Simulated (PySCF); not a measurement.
C4H9O, SMILES CCC(C)=[OH+], charge +1.

The structure is a stationary point at PBE0-D3(BJ)/def2-SVP. The isomer is the one that the SMILES or the coordinates give; other isomers of the formula were not compared. The values are those of a single conformer.

Level of theory: PySCF 2.14.0 with PBE0-D3(BJ)/def2-SVP.

Frequencies are harmonic and unscaled.

Computed normal modes with their intensities:
```tsv
mode	ν (cm⁻¹)	IR (km/mol)	Raman (Å⁴/amu)	depolarisation	moving atoms (share of kinetic energy)
1	56	0.9	1.1	0.75	C 43 %, H 35 %, O 22 %
2	121	1.8	0.7	0.74	H 96 %
3	203	1.0	0.2	0.67	H 74 %, C 19 %
4	230	1.4	0.6	0.55	C 49 %, H 47 %
5	406	0.4	0.4	0.71	H 46 %, C 41 %, O 13 %
6	504	16.6	1.7	0.51	C 35 %, H 33 %, O 32 %
7	570	18.0	1.4	0.27	H 55 %, C 43 %
8	781	80.5	4.4	0.12	H 75 %, C 15 %, O 11 %
9	813	10.3	2.5	0.11	H 74 %, C 23 %
10	835	13.5	3.2	0.06	H 47 %, C 42 %, O 10 %
11	951	17.1	1.1	0.51	H 56 %, C 43 %
12	984	3.5	1.8	0.32	H 66 %, C 30 %
13	996	18.0	9.4	0.24	C 56 %, H 43 %
14	1064	42.3	4.5	0.36	C 49 %, H 48 %
15	1101	2.5	2.5	0.33	H 61 %, C 33 %
16	1161	102.7	2.3	0.66	H 69 %, C 23 %
17	1234	1.7	6.7	0.68	H 84 %, C 15 %
18	1286	26.5	5.6	0.74	H 72 %, C 27 %
19	1334	82.9	11.3	0.50	H 83 %, C 16 %
20	1377	58.4	5.0	0.71	H 85 %, C 13 %
21	1390	7.6	11.0	0.73	H 91 %, C 8 %
22	1426	32.1	5.4	0.65	H 86 %, C 13 %
23	1456	28.7	15.8	0.75	H 92 %
24	1462	25.8	13.6	0.74	H 97 %
25	1468	13.3	1.8	0.74	H 82 %, C 16 %
26	1513	144.3	3.7	0.69	C 55 %, H 42 %
27	1644	176.5	8.2	0.20	C 68 %, O 23 %, H 9 %
28	3035	55.8	136.6	0.09	H 96 %
29	3075	6.2	141.0	0.05	H 95 %
30	3082	1.3	76.9	0.02	H 97 %
31	3145	9.7	47.4	0.42	H 92 %
32	3148	7.2	80.7	0.74	H 90 %, C 10 %
33	3191	1.3	38.3	0.70	H 90 %, C 10 %
34	3196	3.9	84.7	0.63	H 90 %, C 10 %
35	3218	11.7	49.8	0.72	H 90 %, C 10 %
36	3710	203.8	62.9	0.31	H 94 %
```
